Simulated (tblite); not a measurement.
C5H15PSi.
Structure used (GFN2-xTB), in Å, numbered top down from 1:
```xyz
22
C5H15PSi angstrom
C      3.342   -0.201    0.331
Si     1.714   -0.651   -0.540
P      0.021   -0.152    0.850
C      0.328    1.672    1.010
C     -1.400   -0.101   -0.381
C     -2.647    0.470    0.289
C     -1.680   -1.507   -0.899
H      3.488    0.873    0.389
H      3.358   -0.594    1.344
H      4.189   -0.620   -0.201
H      1.665    0.032   -1.845
H      1.689   -2.098   -0.786
H      0.305    2.169    0.041
H     -0.426    2.112    1.660
H      1.301    1.818    1.473
H     -1.114    0.546   -1.220
H     -2.894   -0.110    1.177
H     -2.498    1.506    0.586
H     -3.494    0.431   -0.395
H     -0.815   -1.911   -1.420
H     -1.923   -2.169   -0.070
H     -2.524   -1.494   -1.588
```

Calculated harmonic vibrations of the isolated species, GFN2-xTB (tblite), most abundant isotopes, no scaling. The method is semi-empirical: single wavenumbers can be off by several per cent or more. Modes of hydrogen on silicon can be 10 to 20 % off. One conformer, not necessarily the lowest.

Harmonic wavenumbers (cm⁻¹): 34.2, 52.2, 98.3, 125.8, 160.6, 179.3, 184.4, 197.4, 225.1, 233.2, 290.4, 323.8, 410.2, 421.9, 486.5, 567.8, 651.2, 660.4, 726.0, 748.4, 782.7, 825.0, 831.7, 876.0, 885.2, 930.9, 938.8, 982.8, 1050.5, 1130.5, 1165.9, 1244.5, 1296.6, 1319.0, 1366.7, 1405.0, 1417.4, 1449.9, 1467.4, 1486.8, 1491.1, 1492.4, 1494.4, 1499.6, 1506.2, 2155.1, 2212.8, 2878.8, 2985.4, 3001.6, 3003.0, 3007.3, 3017.5, 3019.0, 3023.4, 3030.1, 3031.3, 3038.5, 3039.9, 3053.1.

A = 2816, B = 1071, C = 851.2 MHz; mass 134.068 u (most abundant isotopes); point group C1, symmetry number 1.

Question: What is the zero-point energy?

Answer: ½Σν̃ = 40305 cm⁻¹ = 482.16 kJ/mol.

Question: What is S at 298.15 K and 1 bar for an ideal gas of classical rigid rotors and harmonic oscillators?

Answer: Translation 169.95, rotation 122.24, vibration 161.43: S = 453.6 J/(mol K).

Question: And Cp and H(298.15 K) − H(0)?

Answer: Cp = 189.35 J/(mol K), of which vibrations give 156.09 (their classical limit is 60 R = 498.9); H(298.15 K) − H(0) = 34.75 kJ/mol without the zero-point energy, 24.83 from vibrations.

Question: Which modes carry the vibrational entropy at 298.15 K?

Answer: 34.2 cm⁻¹: 23.30; 52.2 cm⁻¹: 19.80; 98.3 cm⁻¹: 14.59; 125.8 cm⁻¹: 12.59; 160.6 cm⁻¹: 10.64; 179.3 cm⁻¹: 9.77 J/(mol K); the other 54 give 70.73 together.

Question: How do the functions run with temperature in this model?

Answer: 
| T (K) | S (J/(mol K)) | Cp (J/(mol K)) | H − H(0) (kJ/mol) | G − H(0) (kJ/mol) | ln q(vib) |
| --- | --- | --- | --- | --- | --- |
| 150 | 349.4 | 121.6 | 11.69 | -40.71 | 4.25 |
| 250 | 422.2 | 167.5 | 26.16 | -79.40 | 7.76 |
| 400 | 515.5 | 233.2 | 56.30 | -149.89 | 12.75 |
| 600 | 623.9 | 302.7 | 110.26 | -264.10 | 19.00 |
| 900 | 761.2 | 373.9 | 212.52 | -472.53 | 27.58 |

q(vib) and H(0) count from the zero-point level.

Hindered rotation and anharmonicity are outside this model. Other conformers, if any are populated, would add a mixing term that is left out. The structure is chiral; the term R ln 2 for an equal mix with its mirror image is left out.
